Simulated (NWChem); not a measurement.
Everything below was run with NWChem. System: phosphorus nitride (NP), charge 0, spin multiplicity 1, at a geometry optimised with PBE0/def2-SVP. Level: MP2/def2-TZVP, 6 core orbitals frozen.

Job file:

```
start mol
memory heap 200 mb stack 800 mb global 1000 mb
geometry units angstroms nocenter noautoz
  N      0.000000     0.000000     1.014929
  P      0.000000     0.000000    -0.473634
  symmetry group C2v
end
basis spherical
  * library def2-tzvp
end
scf
  rhf
  nopen 0
  maxiter 100
  thresh 1e-7
  semidirect memsize 60000000 filesize 0
end
mp2
  freeze core 6
end
task mp2 energy
```

NWChem printed:

```
             Northwest Computational Chemistry Package (NWChem) 7.3.0
             --------------------------------------------------------

                                NWChem Input Module
                                -------------------

 Scaling coordinates for geometry "geometry" by  1.889725989
 (inverse scale =  0.529177249)

 Turning off AUTOSYM since
 SYMMETRY directive was detected!

                             Geometry "geometry" -> ""
                             -------------------------

 Output coordinates in angstroms (scale by  1.889725989 to convert to a.u.)

  No.       Tag          Charge          X              Y              Z
 ---- ---------------- ---------- -------------- -------------- --------------
    1 N                    7.0000     0.00000000     0.00000000     1.01492900
    2 P                   15.0000     0.00000000     0.00000000    -0.47363400

 Effective nuclear repulsion energy (a.u.)      37.3270134653

            Nuclear Dipole moment (a.u.)
            ----------------------------
        X                 Y               Z
 ---------------- ---------------- ----------------
     0.0000000000     0.0000000000    -0.0000132281

      Symmetry information
      --------------------

 Group name             C2v
 Group number             16
 Group order               4
 No. of unique centers     2

      Symmetry unique atoms

     1    2


 Summary of "ao basis" -> "" (spherical)
 ------------------------------------------------------------------------------
       Tag                 Description            Shells   Functions and Types
 ---------------- ------------------------------  ------  ---------------------
 *                         def2-tzvp                  on all atoms

 Summary of "ao basis" -> "ao basis" (spherical)
 ------------------------------------------------------------------------------
       Tag                 Description            Shells   Functions and Types
 ---------------- ------------------------------  ------  ---------------------
 N                         def2-tzvp                11       31   5s3p2d1f
 P                         def2-tzvp                13       37   5s5p2d1f

                                 NWChem SCF Module
                                 -----------------

  ao basis        = "ao basis"
  functions       =    68
  atoms           =     2
  closed shells   =    11
  open shells     =     0
  charge          =   0.00
  wavefunction    = RHF
  use symmetry    = T
  symmetry adapt  = T

 Summary of "ao basis" -> "ao basis" (spherical)
 ------------------------------------------------------------------------------
       Tag                 Description            Shells   Functions and Types
 ---------------- ------------------------------  ------  ---------------------
 N                         def2-tzvp                11       31   5s3p2d1f
 P                         def2-tzvp                13       37   5s5p2d1f

      Symmetry analysis of basis
      --------------------------

        a1         30
        a2          6
        b1         16
        b2         16

 Forming initial guess at       0.1s

      Superposition of Atomic Density Guess
      -------------------------------------

 Sum of atomic energies:        -394.96266612

      Non-variational initial energy
      ------------------------------

 Total energy =    -395.168296
 1-e energy   =    -619.125992
 2-e energy   =     186.630683
 HOMO         =      -0.348317
 LUMO         =      -0.059076
[...]
    47      0.324908  2 P  py                 7      0.296690  1 N  py
    10      0.282456  1 N  py                50      0.180392  2 P  py
    13      0.176660  1 N  py

 Vector   12  Occ=0.000000D+00  E= 4.526124D-02  Symmetry=b1
              MO Center= -3.9D-16, -7.4D-31, -2.6D-01, r^2= 2.9D+00
   Bfn.  Coefficient  Atom+Function         Bfn.  Coefficient  Atom+Function
  ----- ------------  ---------------      ----- ------------  ---------------
    49      0.701124  2 P  px                12     -0.452709  1 N  px
     6     -0.261678  1 N  px                46      0.258929  2 P  px
     9     -0.204757  1 N  px

 Vector   13  Occ=0.000000D+00  E= 4.526124D-02  Symmetry=b2
              MO Center=  5.5D-30,  1.3D-15, -2.6D-01, r^2= 2.9D+00
   Bfn.  Coefficient  Atom+Function         Bfn.  Coefficient  Atom+Function
  ----- ------------  ---------------      ----- ------------  ---------------
    50      0.701124  2 P  py                13     -0.452709  1 N  py
     7     -0.261678  1 N  py                47      0.258929  2 P  py
    10     -0.204757  1 N  py

 Vector   14  Occ=0.000000D+00  E= 1.518224D-01  Symmetry=a1
              MO Center=  2.4D-18,  2.8D-17, -9.9D-01, r^2= 4.6D+00
   Bfn.  Coefficient  Atom+Function         Bfn.  Coefficient  Atom+Function
  ----- ------------  ---------------      ----- ------------  ---------------
     5      3.000872  1 N  s                 36     -2.811400  2 P  s
    51     -2.259139  2 P  pz                14     -1.142070  1 N  pz
    48     -0.443653  2 P  pz                11     -0.251486  1 N  pz
    59     -0.242055  2 P  d  0

 center of mass
 --------------
 x =   0.00000000 y =   0.00000000 z =  -0.01924749

 moments of inertia (a.u.)
 ------------------
          76.306310822441           0.000000000000           0.000000000000
           0.000000000000          76.306310822441           0.000000000000
           0.000000000000           0.000000000000           0.000000000000

  Mulliken analysis of the total density
  --------------------------------------

    Atom       Charge   Shell Charges
 -----------   ------   -------------------------------------------------------
    1 N    7     7.35   0.82  1.15  0.61  0.90  0.30  1.29  1.51  0.73  0.01  0.04  0.00
    2 P   15    14.65   2.01  0.54  1.43  1.06  0.81  4.17  1.70  0.67  1.48  0.58  0.09  0.10  0.02

       Multipole analysis of the density wrt the origin
       ------------------------------------------------

     L   x y z        total         open         nuclear
     -   - - -        -----         ----         -------
     0   0 0 0     -0.000000      0.000000     22.000000

     1   1 0 0     -0.000000      0.000000      0.000000
     1   0 1 0     -0.000000      0.000000      0.000000
     1   0 0 1     -1.276562      0.000000     -0.000013

     2   2 0 0    -13.167528      0.000000      0.000000
     2   1 1 0      0.000000      0.000000      0.000000
     2   1 0 1      0.000000      0.000000      0.000000
     2   0 2 0    -13.167528      0.000000      0.000000
     2   0 1 1      0.000000      0.000000      0.000000
     2   0 0 2    -15.018734      0.000000     37.765804

                   NWChem MP2 Semi-direct Energy/Gradient Module
                   ---------------------------------------------

  Basis functions       =     68
  Molecular orbitals    =     68
  Frozen core           =      6
  Frozen virtuals       =      0
  Active alpha occupied =      5
  Active beta occupied  =      5
  Active alpha virtual  =     57
  Active beta virtual   =     57
  Use MO symmetry       = T
  Use skeleton AO sym   = T

  AO/Fock/Back tols     =   1.0D-09  1.0D-09  1.0D-09

 GA uses MA = F    GA memory limited = T

 Available:
  local mem=  1.15D+08
 global mem=  1.31D+08
 local disk=  0.00D+00
  mp2_memr nvloc                    57
  nvloc new                    57
   1 passes of   5:        4194304                      23677                   2275443.
   1 passes of   5: M    114681724           G      131062752           F     110487420.

 Semi-direct pass number   1 of   1  for RHF alpha+beta  at        1.1s
  vrange nnbf                  2340
  mp2_eaftype                    10  avail_ma_in_mb                   999
 EAF : mp2_eaftype filesize          10    1137722.
  mp2_eaf for mointskh                     10
Node 0 wrote      5.3 Mb in      0.0 s     Agg I/O rate:  1373.5 Mb/s
 Done moints_semi at        3.0s
  mp2_eaftype                    10  avail_ma_in_mb                   989
 EAF : mp2_eaftype filesize          10    1137722.
  mp2_eaf for kh                    10
 Done maket at        3.0s
 Done multipass loop at        3.0s

          -------------------------------------------
          SCF energy                -395.175004019712
          Correlation energy          -0.345382793095
          Singlet pairs               -0.213176943282
          Triplet pairs               -0.132205849813
          Total MP2 energy          -395.520386812808
          -------------------------------------------

          ---------------------------------------------------
                    Spin Component Scaled (SCS) MP2
          Same spin pairs                     -0.088137233209
          Same spin scaling factor             0.333333333333
          Opposite spin pairs                 -0.257245559886
          Opposite spin scaling fact.          1.200000000000
          SCS-MP2 correlation energy          -0.338073749600
          Total SCS-MP2 energy              -395.513077769312
          ---------------------------------------------------

 -----------------------
 Performance information
 -----------------------

 Timer overhead =  2.03D-07 seconds/call

               Nr. of calls         CPU time (s)                 Wall time (s)                GFlops
             ---------------    -------------------     ------------------------------   -------------------
Name         Min   Avg   Max    Min     Avg     Max     Min     Avg     Max   Mx/calls   Min     Max     Sum
mp2: moin     1     1     1    1.8     1.8     1.8      1.8     1.8     1.8     1.8      0.0     0.0     0.0
mp2: make     1     1     1   4.88E-2 4.88E-2 4.88E-2  4.88E-2 4.88E-2 4.88E-2 4.88E-2   0.0     0.0     0.0
mp2: tota     1     1     1    1.9     1.9     1.9      1.9     1.9     1.9     1.9      0.0     0.0     0.0

 The average no. of pstat calls per process was 3.00D+00
 with a timing overhead of 6.10D-07s

 Task  times  cpu:        3.0s     wall:        3.0s

 Total times  cpu:        3.0s     wall:        3.0s
```
